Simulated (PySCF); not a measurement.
BHN, SMILES [B]=N, multiplicity 2. Atoms are numbered in the order given.

```xyz
3

B      0.0000     0.0000    -0.8429
N      0.0000     0.0000     0.4016
H      0.0000     0.0000     1.4028
```
Charge 0, spin multiplicity 2.

Geometry optimised at PBE-D3(BJ)/def2-TZVPD. The isomer is the one that the SMILES or the coordinates give; other isomers of the formula were not compared.

Method: PBE0/pcH-1 run with PySCF.

Unrestricted Kohn–Sham, ⟨S²⟩ = 0.770. Hyperfine tensors hold the contact and dipolar terms, without spin-orbit corrections.

Computed hyperfine couplings:
```tsv
nucleus	A(iso) (MHz)	A(iso) (G)	dipolar principal values (MHz)
11B no. 1	1089.9	388.9	-23.7, -23.7, 47.3
14N no. 2	43.6	15.6	-7.0, -7.0, 13.9
1H no. 3	32.7	11.7	-1.6, 0.8, 0.8
```
